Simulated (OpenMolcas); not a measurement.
**Levels of O by method**

```
Program             : OpenMolcas 26.06
Basis               : ANO-RCC-VTZP [4s3p2d1f]
Scalar Hamiltonian  : DKH2, point nucleus
Active space        : 6 electrons in 4 orbitals (2s 2p)
State averaging     : 2S+1 = 3 even, 3 roots; 2S+1 = 1 even, 6 roots kept (CI in the orbitals of an earlier block); 2S+1 = 3 odd, 3 roots (0 in the spin-orbit step)
Spin-orbit coupling : state interaction with AMFI integrals over the reference wave functions, term energies averaged over their components
```

Methods on the same reference wave functions:
A. CASSCF
B. SS-CASPT2, IPEA 0.25 Eh, imaginary shift 0.1 Eh (closed shells correlated: 1s)

Energies in cm-1 above 2s2 2p4 3P2, the measured ground level; measured values from NIST Handbook of Basic Atomic Spectroscopic Data.

```
      Level      A      B  Measured
2s2 2p4 3P2    0.0    0.0       0.0
2s2 2p4 3P1    149    149       158
2s2 2p4 3P0    222    222       227
2s2 2p4 1D2  17807  16120     15868
2s2 2p4 1S0  32405  33600     33793
```

Deviations, from unrounded energies. A percentage is the sum of absolute deviations over the sum of measured energies, with the sign that they share, or ± where signs differ.

```json
{"Against measurement": "mean absolute deviation (cm-1)", "Levels": "4", "A": "840", "B": "120"}
{"Against measurement": "fine structure of the ground term (%)", "Levels": "2", "A": "-3.6", "B": "-3.5"}
{"Against measurement": "other terms of the ground configuration (%)", "Levels": "2", "A": "±6.7", "B": "±0.9"}
```

B lies closest to measurement on these levels. The largest miss of B in the table is 2s2 2p4 1D2, by +250 cm-1. The ranking rests on the paired levels alone, and a cruder setting can come out closer through cancelling errors.

From A to B the spin-free energies of the other terms of 2s2 2p4 shown, above 3P, scale by factors of 0.90 to 1.04.

The lowest spin-free term lies below A's lowest term by 0.159 hartree in B.

CASPT2 does not keep the components of a term degenerate, so their means are used; among the terms shown or strongly mixed into the levels shown the widest spread is 94 cm-1 (2s2 2p4 1D, B). Terms from blocks run as CI alone lack orbitals of their own. Without dynamic correlation excited terms often stand tens of per cent too high (terms of higher spin than the ground term too low), and those without a measured partner can miss by more than the paired ones (holds for A). Computed and measured levels are paired by configuration, term and J; levels that our copy of the source lacks, or whose pairing is in doubt (as where it misses far off the trend of its configuration), stay unpaired and out of the deviations. Levels of configurations outside the active space are missing.
